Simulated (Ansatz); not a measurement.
One geometry of `Fc1cc(-c2sc(-c3sc(S)cc3F)cc2F)sc1S`, several levels of theory.

```yaml
crystal:
  periodic: [false, false, false]
  atoms:
    - {symbol: F, position_ang: [-6.021258, 1.248457, 0.134350]}
    - {symbol: C, position_ang: [-4.882495, 0.552647, 0.036195]}
    - {symbol: C, position_ang: [-3.607029, 1.149656, 0.114397]}
    - {symbol: C, position_ang: [-2.590959, 0.212892, -0.016688]}
    - {symbol: C, position_ang: [-1.171071, 0.422750, 0.010029]}
    - {symbol: S, position_ang: [-0.014951, -0.873213, -0.154193]}
    - {symbol: C, position_ang: [1.347498, 0.219169, -0.025252]}
    - {symbol: C, position_ang: [2.695994, -0.266112, -0.095373]}
    - {symbol: S, position_ang: [4.075570, 0.800373, 0.009535]}
    - {symbol: C, position_ang: [5.204725, -0.527958, -0.066562]}
    - {symbol: S, position_ang: [6.938048, -0.267710, -0.131032]}
    - {symbol: C, position_ang: [4.553479, -1.736980, -0.210385]}
    - {symbol: C, position_ang: [3.151586, -1.570528, -0.228987]}
    - {symbol: F, position_ang: [2.307276, -2.599898, -0.334855]}
    - {symbol: C, position_ang: [0.916155, 1.529114, 0.139355]}
    - {symbol: C, position_ang: [-0.485667, 1.623118, 0.158425]}
    - {symbol: F, position_ang: [-1.117363, 2.790878, 0.306412]}
    - {symbol: S, position_ang: [-3.251741, -1.396745, -0.242507]}
    - {symbol: C, position_ang: [-4.883786, -0.815640, -0.154538]}
    - {symbol: S, position_ang: [-6.259724, -1.889371, -0.294331]}
    - {symbol: H, position_ang: [-3.443989, 2.216193, 0.262732]}
    - {symbol: H, position_ang: [7.061889, 0.368135, 1.060484]}
    - {symbol: H, position_ang: [5.056459, -2.701935, -0.281672]}
    - {symbol: H, position_ang: [1.577404, 2.390964, 0.243371]}
    - {symbol: H, position_ang: [-7.156042, -0.878246, -0.238917]}
basis:
  gaussian: {orbitals: def2-TZVP, fitting: {mean_field: def2-universal-jkfit}, initial_orbitals: start.molden}
magnetization: {spin_polarized: true, initial_magnetization: 2}
hamiltonian: {xc: pbe, dispersion: d4}
scf: {omitted_lower_state_checks: [starts]}
output: {orbitals: {seedname: orbitals}}
```

The file start.molden holds the orbitals of an earlier run on this structure, at another level or in another basis.

```sh
$ ansatz run in.yaml --threads 2 --pin off --events-out ev --progress --plain --max-ram 32768MiB --backend cuda --devices 0, --max-vram 18GiB
```

It prints (some lines left out):

```
Functional definition: PBE
1861 factors; integrals over basis functions are off by at most 1.6e0 eV
mean field evaluation 1: about -74813.3226 eV, gradient 1.6e1 eV
mean field evaluation 2: about -74813.8024 eV, gradient 6.3e-1 eV
mean field evaluation 4: about -74813.8148 eV, gradient 2.0e-1 eV
mean field evaluation 8: about -74813.8149 eV, gradient 1.7e-5 eV
mean field -74813.81494322 eV, -2749.3569885383 hartree, gradient 1.7e-5 eV, S^2 2.006642; 0 other end points of the search recorded, 0 dependent functions left out
reference -74813.81500848 eV, -2749.3569909363 hartree; 93, 91 occupied and 587, 589 virtual orbitals, 1861 factors
Total energy: -74815.06883446 eV, -2749.4030681912 hartree
Checks for a lower state left out: starts
```

Run time 12 s (2 threads of AMD EPYC 7R13 on a shared host and a share (18 GiB) of an NVIDIA H100 80GB HBM3), peak host memory 1.1 GiB.

The first input with `gaussian: {orbitals: def2-TZVP, fitting: {mean_field: def2-universal-jkfit}}`, `hamiltonian: {xc: pbe0, dispersion: d4}` (abridged; 32 s):

```
Functional definition: PBE0
mean field evaluation 16: about -74818.1705 eV, gradient 1.4e-2 eV
mean field evaluation 32: about -74818.1705 eV, gradient 7.6e-5 eV
mean field -74818.17054098 eV, -2749.5170538037 hartree, gradient 1.7e-5 eV, S^2 2.033230
Total energy: -74819.25078645 eV, -2749.5567520922 hartree
Checks for a lower state left out: starts
```

Geometry: r2SCAN-D4/def2-SVP, that of the neutral singlet.

Single mean-field runs in def2-TZVP are fitted with def2-universal-jkfit. At PBE0-D4/def2-TZVP a singlet of charge 0 lies 1.89 eV below the triplet at the same geometry.
